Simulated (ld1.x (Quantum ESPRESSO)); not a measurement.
The numbers below are computed, except where a source is named.
Potentials for S compared

Generated with ld1.x 7.5 (TM, RRKJ, ultrasoft, PAW), atompaw 4.2 or ONCVPSP 4.0.1. The cutoff is in Ry: for ld1.x and atompaw files where the sum of valence levels is converged to 10 mRy in a Bessel basis, for ONCV files where the hardest occupied wave has 1 mHa per electron of residual kinetic energy. The error is the largest all-electron minus pseudo excitation energy over each file’s own four to seven test configurations (ionisations up to +4, promotions, holes and added fractions of an electron), all of which were solved. The labels leave out finer settings (local radius, basis sizes, second energies), which also bear on the numbers. Spin-polarised tests are not counted. The rows are a selection from randomly drawn settings: files with unsolved tests, undetermined cutoffs or missed reference levels are left out.

A true bound ghost makes a file unfit for plane-wave use even where its test errors are small: the radial tests pick states by their node count and pass the ghost by.

| potential | cutoff (Ry) | largest error (meV) | bound ghosts |
| --- | --- | --- | --- |
| PAW, LDA (PZ), scalar-relativistic, rc 1.35/1.70/1.35 (spd), local smoothed, core correction yes, reference 3s1 3p5 | 21 | -112 | none |
| ultrasoft, LDA (PZ), scalar-relativistic, rc 1.25/1.30/1.20 (spd), local smoothed, core correction yes, reference 3s2 3p4 | 21 | +172 | s |
| ultrasoft, PBEsol, non-relativistic, rc 1.70/1.70 (sp), local smoothed, core correction no, reference 3s2 3p4 | 18 | +36 | none |
| TM semilocal, LDA (PZ), non-relativistic, rc 1.40/1.35 (sp), local p, core correction no, reference 3s2 3p3 | 45 | +88 | none |

Q: Fill in the row for S: ultrasoft, PBE, non-relativistic, rc 1.35/1.35 (sp), local smoothed, core correction no, reference 3s2 3p4.

A: cutoff 18 Ry, largest error +90 meV, bound ghosts: none.
